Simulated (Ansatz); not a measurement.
One change: `F[SiH2][Si](Cl)(Cl)Cl` becomes `FB(F)[Si](Cl)(Cl)Cl`.

Ansatz, PBE0-D4/def2-TZVP geometries, multiplicity 1. Each molecule was computed in one conformer, which needn't be the lowest.

```
                                          property  `F[SiH2][Si](Cl)(Cl)Cl`
                LUMO energy (PBE0/def2-TZVPP) / eV                    -1.26
             HOMO–LUMO gap (B3LYP/def2-TZVPP) / eV                     6.99
size of the dipole moment (ωB97M-V/def2-TZVPP) / D                     1.25
               LUMO energy (B3LYP/def2-TZVPP) / eV                    -1.41
               HOMO energy (B3LYP/def2-TZVPP) / eV                    -8.40
             LUMO energy (ωB97M-V/def2-TZVPP) / eV                     0.58
```

Q: What does the change do to each property? (Best estimate.)

A: Ansatz gave: 
| property | `FB(F)[Si](Cl)(Cl)Cl` | shift |
| --- | --- | --- |
| LUMO energy (PBE0/def2-TZVPP) / eV | -1.85 | -0.59 |
| HOMO–LUMO gap (B3LYP/def2-TZVPP) / eV | 6.91 | -0.08 |
| size of the dipole moment (ωB97M-V/def2-TZVPP) / D | 0.14 | -1.11 |
| LUMO energy (B3LYP/def2-TZVPP) / eV | -2.03 | -0.62 |
| HOMO energy (B3LYP/def2-TZVPP) / eV | -8.95 | -0.55 |
| LUMO energy (ωB97M-V/def2-TZVPP) / eV | 0.21 | -0.37 |

Dipoles are sizes alone; their direction can turn.

Positive LUMOs are unbound, so they and the gaps depend on the basis.

B3LYP here is the variant with VWN-RPA as its local correlation; programs differ in this.
